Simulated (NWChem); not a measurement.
All runs are NWChem calculations. System: C2H3F2, charge 0, spin multiplicity 2, at a geometry optimised with UB3LYP/def2-SVP. The structure started from a generated list of species. Its SCF solution wasn't tested for a lower state. Level: UHF/def2-TZVP.

Job file:

```
start mol
memory heap 200 mb stack 900 mb global 1100 mb
geometry units angstroms nocenter noautoz noautosym
  C      1.365599    -0.243282     0.202859
  C     -0.102734    -0.065004     0.309382
  F     -0.754027    -0.906679    -0.545277
  F     -0.455588     1.214419     0.001137
  H      2.025900     0.607141     0.380840
  H      1.775895    -1.250950     0.114801
  H     -0.492450    -0.276133     1.328167
end
basis spherical
  * library def2-tzvp
end
scf
  uhf
  nopen 1
  maxiter 100
  thresh 1e-7
  semidirect memsize 60000000 filesize 0
  # guess.movecs holds the orbitals of an unrestricted PBE0 run
  vectors input guess.movecs output mol.movecs
end
task scf energy
```

NWChem printed:

```
             Northwest Computational Chemistry Package (NWChem) 7.3.0
             --------------------------------------------------------

                                NWChem Input Module
                                -------------------

 Scaling coordinates for geometry "geometry" by  1.889725989
 (inverse scale =  0.529177249)

                             Geometry "geometry" -> ""
                             -------------------------

 Output coordinates in angstroms (scale by  1.889725989 to convert to a.u.)

  No.       Tag          Charge          X              Y              Z
 ---- ---------------- ---------- -------------- -------------- --------------
    1 C                    6.0000     1.36559900    -0.24328200     0.20285900
    2 C                    6.0000    -0.10273400    -0.06500400     0.30938200
    3 F                    9.0000    -0.75402700    -0.90667900    -0.54527700
    4 F                    9.0000    -0.45558800     1.21441900     0.00113700
    5 H                    1.0000     2.02590000     0.60714100     0.38084000
    6 H                    1.0000     1.77589500    -1.25095000     0.11480100
    7 H                    1.0000    -0.49245000    -0.27613300     1.32816700

 Effective nuclear repulsion energy (a.u.)     123.4831587775

            Nuclear Dipole moment (a.u.)
            ----------------------------
        X                 Y               Z
 ---------------- ---------------- ----------------
     0.0000000000     0.0000037795    -0.0000113384


 Summary of "ao basis" -> "" (spherical)
 ------------------------------------------------------------------------------
       Tag                 Description            Shells   Functions and Types
 ---------------- ------------------------------  ------  ---------------------
 *                         def2-tzvp                  on all atoms

 Summary of "ao basis" -> "ao basis" (spherical)
 ------------------------------------------------------------------------------
       Tag                 Description            Shells   Functions and Types
 ---------------- ------------------------------  ------  ---------------------
 C                         def2-tzvp                11       31   5s3p2d1f
 F                         def2-tzvp                11       31   5s3p2d1f
 H                         def2-tzvp                 4        6   3s1p

                                 NWChem SCF Module
                                 -----------------

  ao basis        = "ao basis"
  functions       =   142
  atoms           =     7
  alpha electrons =    17
  beta  electrons =    16
  charge          =   0.00
  wavefunction    = UHF
  use symmetry    = F
  symmetry adapt  = F

 Summary of "ao basis" -> "ao basis" (spherical)
 ------------------------------------------------------------------------------
       Tag                 Description            Shells   Functions and Types
 ---------------- ------------------------------  ------  ---------------------
 C                         def2-tzvp                11       31   5s3p2d1f
 F                         def2-tzvp                11       31   5s3p2d1f
 H                         def2-tzvp                 4        6   3s1p

 Forming initial guess at       0.1s

 Starting SCF solution at       0.1s

 ----------------------------------------------
         Quadratically convergent UHF

 Convergence threshold     :          1.000E-07
 Maximum no. of iterations :          100
 Integral*density screening:          1.000E-09
 ----------------------------------------------

              iter       energy          gnorm     gmax       time
             ----- ------------------- --------- --------- --------
                 1     -276.4056795371  6.72D-01  1.23D-01      5.7
                 2     -276.4283461534  1.14D-01  1.66D-02      7.0
                 3     -276.4299201306  5.62D-03  1.06D-03     11.8
                 4     -276.4299337786  1.90D-05  2.30D-06     20.0
                 5     -276.4299337787  4.84D-09  8.47D-10     32.0

       Final UHF  results
       ------------------

         Total SCF energy =   -276.429933778687
      One electron energy =   -627.955424530543
      Two electron energy =    228.042331974354
 Nuclear repulsion energy =    123.483158777502

                       Sz =      0.5000
                 Sz(Sz+1) =      0.7500
                      S^2 =      0.7626

        Time for solution =     31.9s

          Final alpha eigenvalues
          -----------------------

              1
    1  -26.3061
    2  -26.3051
    3  -11.4116
    4  -11.2670
    5   -1.6561
    6   -1.5968
    7   -1.0599
    8   -0.8910
    9   -0.7755
   10   -0.7604
   11   -0.7304
   12   -0.6685
   13   -0.6331
   14   -0.6185
   15   -0.5969
   16   -0.5384
   17   -0.4096
   18    0.1631
   19    0.1764
   20    0.2024
   21    0.2392
   22    0.2582
   23    0.2871
   24    0.3279
   25    0.3358
   26    0.4126
   27    0.4461

          Final beta eigenvalues
          ----------------------

              1
    1  -26.3056
    2  -26.3041
    3  -11.4148
    4  -11.2428
    5   -1.6539
    6   -1.5943
    7   -1.0148
    8   -0.8542
    9   -0.7674
   10   -0.7566
   11   -0.7196
   12   -0.6671
   13   -0.6302
   14   -0.6095
   15   -0.5857
   16   -0.5252
   17    0.0840
   18    0.1682
   19    0.1859
   20    0.2070
   21    0.2396
   22    0.2647
   23    0.2953
   24    0.3490
   25    0.3982
   26    0.4331
   27    0.4592

                    UHF Final Alpha Molecular Orbital Analysis
                    ------------------------------------------
[...]
   126      0.177602  5 H  s                102     -0.158565  4 F  px

 Vector   16  Occ=1.000000D+00  E=-5.384006D-01
              MO Center=  9.0D-02, -7.6D-02,  2.2D-01, r^2= 2.2D+00
   Bfn.  Coefficient  Atom+Function         Bfn.  Coefficient  Atom+Function
  ----- ------------  ---------------      ----- ------------  ---------------
     6      0.213924  1 C  px                 9      0.212105  1 C  px
   138      0.195090  7 H  s                 37     -0.190190  2 C  px
    68      0.190115  3 F  px                99      0.178708  4 F  px
    71      0.166685  3 F  px               102      0.156730  4 F  px

 Vector   17  Occ=1.000000D+00  E=-4.096081D-01
              MO Center=  1.2D+00, -2.3D-01,  2.2D-01, r^2= 1.6D+00
   Bfn.  Coefficient  Atom+Function         Bfn.  Coefficient  Atom+Function
  ----- ------------  ---------------      ----- ------------  ---------------
    11      0.437062  1 C  pz                 8      0.408920  1 C  pz
    14      0.286452  1 C  pz

 Vector   18  Occ=0.000000D+00  E= 1.630724D-01
              MO Center=  8.5D-01, -5.1D-01,  1.1D+00, r^2= 6.4D+00
   Bfn.  Coefficient  Atom+Function         Bfn.  Coefficient  Atom+Function
  ----- ------------  ---------------      ----- ------------  ---------------
   139      2.413251  7 H  s                 36     -1.870931  2 C  s
   133      1.688344  6 H  s                  5     -1.613418  1 C  s
   127      1.462277  5 H  s                 45     -1.083804  2 C  pz
    12     -0.623499  1 C  px               138     -0.425925  7 H  s
    35      0.415526  2 C  s                132     -0.344005  6 H  s

 Vector   19  Occ=0.000000D+00  E= 1.764431D-01
              MO Center=  8.5D-01, -2.8D-01,  1.0D+00, r^2= 6.7D+00
   Bfn.  Coefficient  Atom+Function         Bfn.  Coefficient  Atom+Function
  ----- ------------  ---------------      ----- ------------  ---------------
     5      4.145306  1 C  s                 36     -3.977205  2 C  s
   139      2.447425  7 H  s                127     -1.598059  5 H  s
   133     -1.351324  6 H  s                 45     -0.916654  2 C  pz
    43     -0.718521  2 C  px                12     -0.564228  1 C  px
    14      0.468585  1 C  pz                44      0.359895  2 C  py

 Vector   20  Occ=0.000000D+00  E= 2.024410D-01
              MO Center=  2.3D+00, -3.9D-01,  3.3D-01, r^2= 5.2D+00
   Bfn.  Coefficient  Atom+Function         Bfn.  Coefficient  Atom+Function
  ----- ------------  ---------------      ----- ------------  ---------------
   133     -3.110536  6 H  s                127      3.083912  5 H  s
    13     -2.468681  1 C  py                44      0.702797  2 C  py
   126     -0.442162  5 H  s                132      0.434284  6 H  s
    12     -0.406612  1 C  px                36     -0.360900  2 C  s
   139      0.315899  7 H  s                 14     -0.295973  1 C  pz

                     UHF Final Beta Molecular Orbital Analysis
                     -----------------------------------------

 Vector   14  Occ=1.000000D+00  E=-6.095184D-01
              MO Center= -1.4D-01, -3.8D-02,  6.0D-02, r^2= 2.2D+00
   Bfn.  Coefficient  Atom+Function         Bfn.  Coefficient  Atom+Function
  ----- ------------  ---------------      ----- ------------  ---------------
    70      0.229377  3 F  pz               101      0.215605  4 F  pz
    73      0.203792  3 F  pz               104      0.189175  4 F  pz
    68      0.157792  3 F  px

 Vector   15  Occ=1.000000D+00  E=-5.856531D-01
              MO Center=  1.3D+00, -2.1D-01,  1.7D-01, r^2= 2.0D+00
   Bfn.  Coefficient  Atom+Function         Bfn.  Coefficient  Atom+Function
  ----- ------------  ---------------      ----- ------------  ---------------
     7      0.282530  1 C  py               132     -0.235768  6 H  s
    10      0.224880  1 C  py               126      0.221233  5 H  s
    99     -0.154194  4 F  px

 Vector   16  Occ=1.000000D+00  E=-5.251784D-01
              MO Center=  2.5D-02, -7.6D-02,  2.7D-01, r^2= 2.1D+00
   Bfn.  Coefficient  Atom+Function         Bfn.  Coefficient  Atom+Function
  ----- ------------  ---------------      ----- ------------  ---------------
    37     -0.213052  2 C  px                 6      0.202605  1 C  px
   138      0.201174  7 H  s                  9      0.178905  1 C  px
    68      0.178971  3 F  px                99      0.171747  4 F  px
    40     -0.170195  2 C  px                71      0.157531  3 F  px
    39      0.155863  2 C  pz               102      0.151350  4 F  px

 Vector   17  Occ=0.000000D+00  E= 8.404577D-02
              MO Center=  1.2D+00, -2.2D-01,  1.7D-01, r^2= 2.7D+00
   Bfn.  Coefficient  Atom+Function         Bfn.  Coefficient  Atom+Function
  ----- ------------  ---------------      ----- ------------  ---------------
    14      0.722939  1 C  pz                 8      0.261532  1 C  pz
    43      0.249108  2 C  px                67      0.194254  3 F  s
    11      0.162457  1 C  pz

 Vector   18  Occ=0.000000D+00  E= 1.681847D-01
              MO Center=  2.7D-01, -5.0D-01,  1.4D+00, r^2= 5.7D+00
   Bfn.  Coefficient  Atom+Function         Bfn.  Coefficient  Atom+Function
  ----- ------------  ---------------      ----- ------------  ---------------
   139      2.890799  7 H  s                 36     -2.609247  2 C  s
   133      1.417479  6 H  s                 45     -1.227973  2 C  pz
   127      1.163533  5 H  s                  5     -0.914045  1 C  s
    12     -0.726782  1 C  px               138     -0.485952  7 H  s
    35      0.356277  2 C  s                 14      0.352669  1 C  pz

 Vector   19  Occ=0.000000D+00  E= 1.858975D-01
              MO Center=  1.4D+00, -2.7D-01,  7.2D-01, r^2= 6.7D+00
   Bfn.  Coefficient  Atom+Function         Bfn.  Coefficient  Atom+Function
  ----- ------------  ---------------      ----- ------------  ---------------
     5      4.423018  1 C  s                 36     -3.478138  2 C  s
   127     -1.943198  5 H  s                139      1.911021  7 H  s
   133     -1.725048  6 H  s                 43     -0.713141  2 C  px
    45     -0.647870  2 C  pz                14      0.374752  1 C  pz
    35     -0.365039  2 C  s                 12     -0.359369  1 C  px

 center of mass
 --------------
 x =  -0.13052856 y =   0.03545750 z =  -0.06838146

 moments of inertia (a.u.)
 ------------------
         198.350874923698           7.882924153252         -38.944814662667
           7.882924153252         191.560316072022         -29.811757470265
         -38.944814662667         -29.811757470265         324.608290863810

  Mulliken analysis of the total density
  --------------------------------------

    Atom       Charge   Shell Charges
 -----------   ------   -------------------------------------------------------
    1 C    6     6.28   0.85  1.12  0.49  0.68  0.13  1.21  1.34  0.40  0.01  0.03  0.00
    2 C    6     5.54   0.85  1.12  0.50  0.59  0.02  1.11  1.04  0.04  0.06  0.19  0.03
    3 F    9     9.28   0.77  1.20  0.60  1.01  0.34  2.24  2.27  0.83  0.00  0.01  0.00
    4 F    9     9.28   0.77  1.20  0.60  1.01  0.34  2.24  2.27  0.83  0.00  0.01  0.00
    5 H    1     0.85   0.26  0.48  0.09  0.02
    6 H    1     0.85   0.26  0.48  0.09  0.02
    7 H    1     0.92   0.27  0.51  0.13  0.02

  Mulliken analysis of the alpha density
  --------------------------------------

    Atom       Charge   Shell Charges
 -----------   ------   -------------------------------------------------------
    1 C    6     3.75   0.43  0.56  0.26  0.36  0.08  0.80  0.93  0.30  0.01  0.01  0.00
    2 C    6     2.72   0.43  0.56  0.24  0.28  0.00  0.54  0.50  0.01  0.03  0.10  0.01
    3 F    9     4.64   0.39  0.60  0.30  0.51  0.17  1.12  1.14  0.42  0.00  0.01  0.00
    4 F    9     4.64   0.39  0.60  0.30  0.51  0.17  1.12  1.14  0.42  0.00  0.01  0.00
    5 H    1     0.38   0.12  0.21  0.03  0.01
    6 H    1     0.38   0.12  0.22  0.03  0.01
    7 H    1     0.48   0.14  0.26  0.07  0.01

   Mulliken analysis of the beta density
   -------------------------------------

    Atom       Charge   Shell Charges
 -----------   ------   -------------------------------------------------------
    1 C    6     2.53   0.43  0.56  0.23  0.31  0.04  0.42  0.41  0.10  0.01  0.01  0.00
    2 C    6     2.83   0.43  0.56  0.25  0.30  0.01  0.57  0.54  0.03  0.03  0.08  0.01
    3 F    9     4.63   0.39  0.60  0.30  0.51  0.17  1.12  1.13  0.42  0.00  0.01  0.00
    4 F    9     4.64   0.39  0.60  0.30  0.51  0.17  1.12  1.13  0.42  0.00  0.01  0.00
    5 H    1     0.47   0.14  0.27  0.05  0.01
    6 H    1     0.47   0.14  0.27  0.05  0.01
    7 H    1     0.44   0.13  0.24  0.06  0.01

   Mulliken analysis of the spin density
   -------------------------------------

    Atom       Charge   Shell Charges
 -----------   ------   -------------------------------------------------------
    1 C    6     1.22   0.00 -0.00  0.04  0.05  0.04  0.38  0.51  0.20 -0.00  0.00 -0.00
    2 C    6    -0.11  -0.00  0.00 -0.01 -0.02 -0.01 -0.03 -0.04 -0.01  0.00  0.02  0.00
    3 F    9     0.01   0.00 -0.00  0.00  0.00 -0.00  0.01  0.01 -0.00  0.00 -0.00  0.00
    4 F    9     0.01   0.00 -0.00  0.00  0.00 -0.00  0.00  0.00 -0.00  0.00 -0.00  0.00
    5 H    1    -0.08  -0.02 -0.05 -0.02  0.01
    6 H    1    -0.08  -0.02 -0.05 -0.02  0.01
    7 H    1     0.04   0.01  0.02  0.01 -0.00

       Multipole analysis of the density wrt the origin
       ------------------------------------------------

     L   x y z        total         alpha         beta         nuclear
     -   - - -        -----         -----         ----         -------
     0   0 0 0     -0.000000    -17.000000    -16.000000     33.000000

     1   1 0 0      0.678213     -0.872405      1.550619      0.000000
     1   0 1 0     -0.253782      0.092418     -0.346204      0.000004
     1   0 0 1      0.659114      0.178159      0.480966     -0.000011

     2   2 0 0    -15.865132    -57.415321    -50.362310     91.912498
     2   1 1 0     -0.169702      3.364552      2.305796     -5.840050
     2   1 0 1     -0.491956    -10.297310     -9.794514     19.599867
     2   0 2 0    -17.909250    -50.474533    -49.791096     82.356379
     2   0 1 1     -0.472731     -6.763293     -7.158182     13.448744
     2   0 0 2    -16.551781    -19.237319    -16.667540     19.353078

 Task  times  cpu:       32.1s     wall:       32.1s

 Total times  cpu:       32.1s     wall:       32.1s
```
